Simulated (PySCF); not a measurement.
CH3BrOTe, SMILES CO[Te]Br. Coordinates come from a B3LYP-D3(BJ)/def2-SVP optimisation. The structure was generated by enumeration, and PubChem lists no compound with its InChIKey, so it may never have been made. The def2 effective core potentials stand for the cores of Te; spin–orbit coupling is left out. Other conformers were not sampled.

Computed equilibrium geometry at B3LYP-D3(BJ)/def2-SVP (PySCF confirms it by a frequency run) as bond lengths and angles (one conformer of several):
Atoms: Te1 Br2 O3 C4 H5 H6 H7. Bonds (Å): Te1–Br2 2.551, Te1–O3 1.993, O3–C4 1.418, C4–H5 1.105, C4–H6 1.102, C4–H7 1.105. Bond angles (°): Br2–Te1–O3 99.7, Te1–O3–C4 118.2, O3–C4–H5 111.6, O3–C4–H6 106.5, O3–C4–H7 112.6, H5–C4–H6 108.5, H5–C4–H7 108.6, H6–C4–H7 108.9.
